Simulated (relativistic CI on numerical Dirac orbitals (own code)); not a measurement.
## Co²⁺ in a cubic cluster: L2,3 absorption with charge transfer

Computed with a charge-transfer multiplet model of a cubic metal-ligand cluster with up to 2 ligand holes, Slater and spin-orbit integrals from Dirac-Coulomb-Breit ions, Slater integrals scaled by 0.8. The ground state mixes d7 with configurations of k ligand holes L, whose averages lie at kΔ + k(k − 1)U_dd/2; a core hole lowers each added d electron by U_cd. 300 K, Lorentzian 0.4 eV and Gaussian 0.3 eV FWHM.

Atomic integrals in eV (Slater integrals scaled, ζ unscaled), ground: F2dd 9.233, F4dd 5.731, zeta_d 0.063; with the core hole: F2dd 9.869, F4dd 6.132, zeta_d 0.084, zeta_core 9.670, F2cd 5.831, G1cd 4.368, G3cd 2.482.

Cluster parameters (eV): Δ = 6, U_cd = 9.5, 10Dq = 0.65, 10Dq(ligand) = 0.2, V(eg) = 2.35, V(t2g) = -1.11, final-state hopping factor = 0.9.

Weights, n_d and S are thermal averages at 300 K. Photon energies count from the first peak over 30 % of the highest in each spectrum, which can be another peak from case to case. The parameters are a model scan and need not match a compound or its usual spin state. Peaks in eV (height, largest 100): 0.0 (58), 1.7 (99), 2.8 (100), 6.6 (5), 7.9 (6), 16.5 (26), 17.2 (27), 17.7 (27).

Problem. Which parameters give this spectrum?
A. U_dd = 9.7 eV
B. U_dd = 7.6 eV
C. U_dd = 6.9 eV
D. U_dd = 9 eV
E. U_dd = 6.2 eV

Solution. E. U_dd = 6.2 eV; the ground state then has 7.15 d electrons and S = 1.50. The choice follows from running the model for each set and comparing peak positions and heights.
